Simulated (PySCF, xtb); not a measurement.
GeHF₃, SMILES [F][GeH]([F])[F].

Harmonic wavenumbers (cm⁻¹) from xtb with GFN2-xTB at its own minimum, in rising order: 165, 165, 206, 502, 524, 524, 539, 539, 2093.

What does PySCF with TPSSh-D3(BJ)/def2-SVP give at its own minimum? (Estimate from the structure and the level; the computed values follow.)

222, 222, 276, 715, 715, 725, 764, 764, 2266. Paired by order, the mean absolute difference is 157 cm⁻¹ and the zero-point energies are 7.5 and 9.5 kcal/mol.
